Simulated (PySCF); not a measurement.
A run for PySCF: R-B3LYP/6-31G* on H6OSi (a complex).

```python
from pyscf import gto, scf, dft, mp
from pyscf.data.elements import chemcore

mol = gto.M(
    atom='''
    O     0.46462237    0.31230193    0.34750096
    H     0.07303512   -0.46952391   -0.05624283
    H    -0.11752488    1.04178970    0.10951450
    Si   -0.20126420   -0.10656724    3.37989155
    H    -0.58975504   -1.32142809    2.62934184
    H    -0.56353061   -0.31140568    4.80520690
    H    -0.95630696    1.06377846    2.87929855
    H     1.25319011    0.12701262    3.28602047
    ''',
    basis='6-31g*',
    cart=True,
    charge=0, spin=0, verbose=3, max_memory=1800)
mf = dft.RKS(mol, xc='b3lyp')
mf.conv_tol = 1e-8
mf.max_cycle = 100
mf.kernel()
if not mf.converged:
    mf = mf.newton().run(mf.mo_coeff, mf.mo_occ)
```

Question: What total energy does the run end on?

Answer: -368.2971 hartree.
